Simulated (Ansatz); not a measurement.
Consider the ligand exchange at the Si–N bond: `[SiH3][NH][SbH2]` + `NB(O)O` → `NB(O)O[SiH3]` + `[NH2][SbH2]`.

Calculated with Ansatz (gas phase, PBE0-D4/def2-TZVP geometries, no zero-point term in ΔE). CCSD(T)/CBS is the MP2 limit (def2-TZVPP, def2-QZVPP) plus CCSD(T) − MP2 in def2-TZVPP, frozen cores. This one scheme is used for every species. DFT in def2-TZVPP. def2 core potentials past Kr. For Sb outer-core shells are correlated without core-valence functions, which leaves a few kJ/mol of doubt a bond. Each species was taken in one conformer, which may not be the lowest.

```json
{"level": "LDA (SPW92)", "ΔE (kJ/mol)": "-27.3"}
{"level": "r2SCAN", "ΔE (kJ/mol)": "-35.7"}
{"level": "r2SCANh", "ΔE (kJ/mol)": "-35.3"}
{"level": "BHLYP", "ΔE (kJ/mol)": "-39.9"}
{"level": "CAM-B3LYP", "ΔE (kJ/mol)": "-38.1"}
{"level": "HF/def2-TZVPP", "ΔE (kJ/mol)": "-43.9"}
{"level": "CCSD/def2-TZVPP", "ΔE (kJ/mol)": "-34.5"}
{"level": "CCSD/CBS(def2)", "ΔE (kJ/mol)": "-33.8"}
```

Question: What does CCSD(T)/CBS give? (Estimate.)

Answer: Computed: -32.6 kJ/mol. The listed levels differ from it by 5.3, -3.1, -2.7, -7.3, -5.5, -11.3, -1.9, -1.2 kJ/mol.

Largest T1 diagnostic among the species: 0.013.

In def2-TZVPP, CCSD(T) changes the Hartree–Fock value by +10.6 kJ/mol (the triples alone add +1.3 kJ/mol) and MP2 by +12.9 kJ/mol. At CCSD(T), def2-SVP lies +7.3 kJ/mol from the extrapolated value and def2-TZVPP −0.7 kJ/mol. The D4 term adds +3.5 kJ/mol with B3LYP and +1.7 kJ/mol with PBE0; it sums over pairs of atoms, weighted by their polarisabilities, and B3LYP, whose exchange is more repulsive, gets the larger term.

B3LYP here is the variant with VWN-RPA as its local correlation; programs differ in this.
